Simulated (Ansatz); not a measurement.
Start from `NN([SiH3])[SiH3]` and change one atom or group to get `NN[SiH3]`.

Ansatz, PBE0-D4/def2-TZVP geometries, multiplicity 1. Each molecule was computed in one conformer, which needn't be the lowest.

```json
{"property": "size of the dipole moment (PBE/def2-TZVPP) / D", "`NN([SiH3])[SiH3]`": "1.38"}
{"property": "LUMO energy (PBE/def2-TZVPP) / eV", "`NN([SiH3])[SiH3]`": "-0.81"}
{"property": "size of the dipole moment (ωB97M-V/def2-TZVPP) / D", "`NN([SiH3])[SiH3]`": "1.41"}
{"property": "LUMO energy (B3LYP/def2-TZVPP) / eV", "`NN([SiH3])[SiH3]`": "-0.18"}
{"property": "HOMO energy (PBE0/def2-TZVPP) / eV", "`NN([SiH3])[SiH3]`": "-7.27"}
{"property": "HOMO energy (ωB97M-V/def2-TZVPP) / eV", "`NN([SiH3])[SiH3]`": "-9.56"}
```

Problem. Give the same properties after the change, and the shifts. (Estimate.)

Solution. Computed: 
```json
{"property": "size of the dipole moment (PBE/def2-TZVPP) / D", "`NN[SiH3]`": "0.36", "shift": "-1.02"}
{"property": "LUMO energy (PBE/def2-TZVPP) / eV", "`NN[SiH3]`": "-0.46", "shift": "0.35"}
{"property": "size of the dipole moment (ωB97M-V/def2-TZVPP) / D", "`NN[SiH3]`": "0.36", "shift": "-1.05"}
{"property": "LUMO energy (B3LYP/def2-TZVPP) / eV", "`NN[SiH3]`": "0.12", "shift": "0.30"}
{"property": "HOMO energy (PBE0/def2-TZVPP) / eV", "`NN[SiH3]`": "-7.02", "shift": "0.25"}
{"property": "HOMO energy (ωB97M-V/def2-TZVPP) / eV", "`NN[SiH3]`": "-9.38", "shift": "0.18"}
```

With PBE0 the HOMO rises by 0.25 eV and the LUMO rises by 0.34 eV, so the gap widens by about 0.09 eV. PBE moves the HOMO by 0.34 eV and ωB97M-V by 0.18 eV. The zero-point energy changes by -40.6 kJ/mol with -9 modes. Dipoles are sizes alone; their direction can turn.

B3LYP here is the variant with VWN-RPA as its local correlation; programs differ in this.
